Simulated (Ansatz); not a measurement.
`CB1CC1`. Total charge 0; spin multiplicity 1. The structure was optimised at the PBE0-D4/def2-TZVP level.

```xyz
11

C     1.501    0.060   -0.831
B     0.174    0.015   -0.048
C    -1.078    0.724    0.463
C    -0.889   -0.792    0.693
H     1.231   -0.142   -1.879
H     1.989    1.037   -0.824
H     2.212   -0.718   -0.544
H    -1.858    1.031   -0.229
H    -1.022    1.372    1.334
H    -0.712   -1.123    1.713
H    -1.548   -1.465    0.151
```

(1) What is the dipole moment at B3LYP/def2-TZVPP? (An estimate is asked.)

(2) And with PBE, r2SCAN, ωB97M-V? (An estimate is asked.)

(3) Give the Mulliken charges with B3LYP, ωB97M-V, r2SCAN in def2-TZVPP. (Estimate.)

Results:

(1) The calculation gave: 0.55 D, with components (0.43, 0.00, -0.35) D in this frame, pointing from negative to positive charge.

(2) Computed: PBE 0.52 D, r2SCAN 0.55 D, ωB97M-V 0.58 D.

(3) Ansatz gave: 
```json
{"atom": "C1", "B3LYP": "-0.27", "ωB97M-V": "-0.31", "r2SCAN": "-0.20"}
{"atom": "B2", "B3LYP": "0.15", "ωB97M-V": "0.16", "r2SCAN": "0.19"}
{"atom": "C3", "B3LYP": "-0.27", "ωB97M-V": "-0.30", "r2SCAN": "-0.23"}
{"atom": "C4", "B3LYP": "-0.27", "ωB97M-V": "-0.30", "r2SCAN": "-0.23"}
{"atom": "H5", "B3LYP": "0.09", "ωB97M-V": "0.11", "r2SCAN": "0.06"}
{"atom": "H6", "B3LYP": "0.11", "ωB97M-V": "0.12", "r2SCAN": "0.07"}
{"atom": "H7", "B3LYP": "0.11", "ωB97M-V": "0.12", "r2SCAN": "0.07"}
{"atom": "H8", "B3LYP": "0.09", "ωB97M-V": "0.10", "r2SCAN": "0.06"}
{"atom": "H9", "B3LYP": "0.09", "ωB97M-V": "0.10", "r2SCAN": "0.06"}
{"atom": "H10", "B3LYP": "0.09", "ωB97M-V": "0.10", "r2SCAN": "0.06"}
{"atom": "H11", "B3LYP": "0.09", "ωB97M-V": "0.10", "r2SCAN": "0.06"}
```

B3LYP here is the variant with VWN-RPA as its local correlation; programs differ in this.
